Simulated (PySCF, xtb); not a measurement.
C2H7BO2Si, SMILES OB(O)/C=C/[SiH3]. Other conformers were not sampled.

Harmonic wavenumbers (cm⁻¹) from GFN2-xTB (xtb 6.7.1) at its own minimum, in rising order: 36, 86, 114, 124, 250, 349, 448, 458, 535, 542, 568, 636, 725, 764, 780, 788, 793, 812, 957, 958, 1039, 1184, 1251, 1283, 1321, 1639, 2230, 2239, 2280, 2969, 3047, 3614, 3640.

Question: What does PBE0-D3(BJ)/def2-SVP (PySCF 2.14.0) give at its own minimum? (Estimate from the structure and the level; the computed values follow.)

Answer: 8, 122, 125, 129, 250, 377, 470, 489, 521, 614, 616, 683, 783, 832, 833, 921, 933, 950, 998, 1030, 1049, 1187, 1285, 1385, 1482, 1694, 2221, 2223, 2241, 3095, 3154, 3894, 3920. Paired by order, the mean absolute difference is 69 cm⁻¹ and the zero-point energies are 55.0 and 57.9 kcal/mol.
